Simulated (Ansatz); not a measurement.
```xyz
12

C    -1.180   -0.146    0.233
C    -0.104   -1.196   -0.136
Ge    1.337    0.041   -0.758
Si   -0.058    1.329    0.666
H    -1.892   -0.480    0.991
H    -1.759    0.124   -0.657
H    -0.440   -1.956   -0.843
H     0.260   -1.708    0.758
H     1.217    0.349   -2.263
H     2.791   -0.349   -0.443
H     0.391    1.294    2.086
H    -0.564    2.697    0.366
```

Charge 0, multiplicity 1.

Q: List the r2SCAN/def2-TZVPP orbital energies in eV (Ansatz). (An estimate is asked.)

A: Computed: Occupied: -10833.78, -1790.82, -1348.90, -1198.96, -1198.95, -1198.94, -273.16, -272.99, -167.07, -141.28, -116.77, -116.75, -116.74, -96.16, -96.13, -96.12, -30.06, -30.04, -30.02, -30.00, -29.98, -19.88, -15.82, -14.13, -12.37, -11.29, -10.84, -9.28, -8.70, -8.28, -7.90, -6.89, -6.50. Lowest empty: -0.44, -0.05, -0.02, 0.78, 1.54, 1.94, 2.22, 2.68.
